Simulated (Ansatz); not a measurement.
C3H7BFN, SMILES `BC(=C)NCF`. Total charge 0; spin multiplicity 1. All single points use the PBE0-D4/def2-TZVP geometry. It is one conformer, not always the lowest.

```xyz
13

B     0.598    1.817    0.841
C    -0.046    0.587    0.186
C    -1.126    0.791   -0.599
N     0.548   -0.656    0.362
C     0.077   -1.824   -0.238
F     0.325   -1.877   -1.616
H     0.016    2.859    0.830
H     1.690    1.745    1.332
H    -1.586    1.769   -0.610
H    -1.556    0.029   -1.241
H     1.502   -0.648    0.678
H     0.567   -2.694    0.201
H    -1.009   -1.897   -0.125
```

Q: What is the dipole moment at B3LYP/def2-TZVPP? (An estimate is asked.)

A: Computed: 1.56 D, with components (0.03, -0.75, 1.37) D in this frame, pointing from negative to positive charge.

Q: And with PBE, r2SCAN, ωB97M-V? (An estimate is asked.)

A: The calculation gave: PBE 1.51 D, r2SCAN 1.55 D, ωB97M-V 1.53 D.

Q: Give the Mulliken charges with B3LYP, r2SCAN, PBE in def2-TZVPP. (Estimate.)

A: The calculation gave: 
| atom | B3LYP | r2SCAN | PBE |
| --- | --- | --- | --- |
| B1 | -0.10 | -0.02 | -0.10 |
| C2 | 0.11 | 0.08 | 0.10 |
| C3 | -0.25 | -0.20 | -0.23 |
| N4 | -0.22 | -0.24 | -0.17 |
| C5 | 0.11 | 0.21 | 0.06 |
| F6 | -0.26 | -0.25 | -0.21 |
| H7 | 0.03 | 0.00 | 0.02 |
| H8 | 0.01 | -0.02 | 0.00 |
| H9 | 0.11 | 0.09 | 0.11 |
| H10 | 0.11 | 0.08 | 0.09 |
| H11 | 0.15 | 0.16 | 0.16 |
| H12 | 0.10 | 0.05 | 0.09 |
| H13 | 0.09 | 0.05 | 0.08 |

B3LYP here is the variant with VWN-RPA as its local correlation; programs differ in this.
